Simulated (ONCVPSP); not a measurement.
**Before and after: ONCV potential for tin**

```
Element                 : Sn
Generator               : ONCVPSP 4.0.1
Type                    : optimised norm-conserving Vanderbilt (ONCV)
Functional              : BLYP
Relativity              : scalar-relativistic
Frozen core             : [Kr]
Valence charge          : 14
Reference configuration : 4d10 5s2 5p1 (charge +1)
Partial waves           : 5s: rc 1.80 bohr, ncon 4, nbas 7, qcut 3.6 1/bohr, 2 projectors, debl 1.4 Ha; 5p: rc 2.30 bohr, ncon 3, nbas 8, qcut 3.7 1/bohr, 3 projectors, debl 0.7 Ha; 4d: rc 1.10 bohr, ncon 4, nbas 8, qcut 9.3 1/bohr, 3 projectors, debl 3.6 Ha
Local potential         : polynomial inside 0.90 bohr (lpopt 5, dvloc0 0 Ha)
Core correction         : none
```

Change: p: debl 5.55.

Cutoffs: the cutoffs (Ha) at which the residual kinetic energy of the hardest occupied pseudo-wave falls to 1 and 0.1 mHa per electron; they do not see the model core or the augmentation charge, which bear on the density cutoff. Errors are all-electron minus pseudo energies relative to the spin-unpolarised reference configuration.

Q: Predict the effect on cutoff, ghosts and configuration errors.

A: The potential gets neither clearly harder nor softer (42 Ha and 110 Ha → 42 Ha and 110 Ha); the bound ghosts move from p, s to s; of the 3 tests that both files solve, the error grows in 1 and shrinks in 0 by more than 15 % and 0.3 meV (median size 0.5 → 0.7 meV).

```tsv
quantity	base	changed
cutoff, loose	42 Ha	42 Ha
cutoff, tight	110 Ha	110 Ha
bound ghosts	s, p	s
GHOST(+) flags under 300 eV	s at 148.1 eV	p at 105.9 eV, s at 148.1 eV
tests with a reliable result	3 of 4	3 of 4
error for 4d10 5s2 5p2, meV [ΔE -6.80 eV]	+2.1	+2.5
error for 4d10 5s2 5p0, meV [ΔE 13.98 eV]	+0.1	-0.1
error for 4d10 5s1 5p3, meV [ΔE 0.22 eV]	+0.5	+0.7
s: phases at 1.82 bohr within 0.05 rad from the reference energy up to (Ha; the scan ends near 5)	4.7	4.7
p: phases at 2.33 bohr within 0.05 rad from the reference energy up to (Ha; the scan ends near 5)	3.1	2.5
d: phases at 1.12 bohr within 0.05 rad from the reference energy up to (Ha; the scan ends near 5)	to the end of the scan	to the end of the scan
```

 A true bound ghost makes a file unfit for plane-wave use even where its test errors are small: the radial tests pick states by their node count and pass the ghost by.
